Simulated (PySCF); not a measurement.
C2H2BrN3.
Geometry (PBE0-D3(BJ)/def2-SVP, Å), atoms numbered from 1 in this order:
```
atom  x, y, z in Å
Br1    2.050   -0.190   -1.824
C2     0.692   -0.187   -0.562
N3     0.334   -1.171    0.220
C4    -0.693   -0.628    0.922
N5    -0.979    0.622    0.614
N6    -0.083    0.894   -0.339
H7    -1.248   -1.174    1.684
H8    -0.045    1.803   -0.785
```

Computed with PBE0-D3(BJ)/def2-SVP geometry optimisation, gas phase (PySCF 2.14.0).

Take the most abundant isotopes and a rigid rotor. 

**Question.** What are A, B and C (MHz)?

**Answer.** Ia = 50.42, Ib = 371.02, Ic = 421.44 u·Å²; 505379 MHz·u·Å²/I gives A = 10023, B = 1362, C = 1199 MHz.

**Question.** What kind of rotor is it?

**Answer.** A near-prolate asymmetric top: κ = (2 × 1362 − 10023 − 1199)/(10023 − 1199) = -0.96.

**Question.** Is it planar, by Δ = Ic − Ia − Ib?

**Answer.** Planar: Δ = Ic − Ia − Ib = 0.00 u·Å². For a rigid frame Δ = −2 Σ m c², so it vanishes when all atoms lie in the ab plane; here none is more than 0.01 Å from it.

**Question.** List the rotational levels J(Ka,Kc) to J = 2 (MHz).

**Answer.** Above 0(0,0):
J = 1: 1(0,1) 2561, 1(1,1) 11222, 1(1,0) 11385
J = 2: 2(0,2) 7682, 2(1,2) 16182, 2(1,1) 16671, 2(2,1) 42654, 2(2,0) 42656

**Question.** Which lines would a microwave search look for?

**Answer.** The dipole components are |μa| = 0.91 D, |μb| = 2.10 D, |μc| = 0.00 D; the mirror of this Cs structure is the ab plane, so μc vanishes by symmetry and there are no c-type lines. Intensities carry the squares of the components, which stand as 0.19 : 1.00 (a : b). Some lines, for components of 0.1 D or more:

```json
{"type": "a", "branch": "Q", "J(Ka,Kc)": "2(1,1) ← 2(1,2)", "MHz": "489", "lower level (cm⁻¹)": "0.540"}
{"type": "a", "branch": "R", "J(Ka,Kc)": "1(0,1) ← 0(0,0)", "MHz": "2561", "lower level (cm⁻¹)": "0.000"}
{"type": "a", "branch": "R", "J(Ka,Kc)": "2(1,2) ← 1(1,1)", "MHz": "4960", "lower level (cm⁻¹)": "0.374"}
{"type": "a", "branch": "R", "J(Ka,Kc)": "2(0,2) ← 1(0,1)", "MHz": "5120", "lower level (cm⁻¹)": "0.085"}
{"type": "a", "branch": "R", "J(Ka,Kc)": "2(1,1) ← 1(1,0)", "MHz": "5286", "lower level (cm⁻¹)": "0.380"}
{"type": "b", "branch": "Q", "J(Ka,Kc)": "1(1,0) ← 1(0,1)", "MHz": "8824", "lower level (cm⁻¹)": "0.085"}
{"type": "b", "branch": "Q", "J(Ka,Kc)": "2(1,1) ← 2(0,2)", "MHz": "8989", "lower level (cm⁻¹)": "0.256"}
{"type": "b", "branch": "R", "J(Ka,Kc)": "1(1,1) ← 0(0,0)", "MHz": "11222", "lower level (cm⁻¹)": "0.000"}
{"type": "b", "branch": "R", "J(Ka,Kc)": "2(1,2) ← 1(0,1)", "MHz": "13621", "lower level (cm⁻¹)": "0.085"}
{"type": "b", "branch": "Q", "J(Ka,Kc)": "2(2,0) ← 2(1,1)", "MHz": "25985", "lower level (cm⁻¹)": "0.556"}
{"type": "b", "branch": "Q", "J(Ka,Kc)": "2(2,1) ← 2(1,2)", "MHz": "26472", "lower level (cm⁻¹)": "0.540"}
{"type": "b", "branch": "R", "J(Ka,Kc)": "2(2,1) ← 1(1,0)", "MHz": "31269", "lower level (cm⁻¹)": "0.380"}
{"type": "b", "branch": "R", "J(Ka,Kc)": "2(2,0) ← 1(1,1)", "MHz": "31434", "lower level (cm⁻¹)": "0.374"}
```

Whether it is a minimum is left open (no frequencies). These are rigid-rotor constants of the computed structure; measured ground-state constants (B0) also hold zero-point vibration. Quadrupole hyperfine structure (14N, 79Br) is left out.
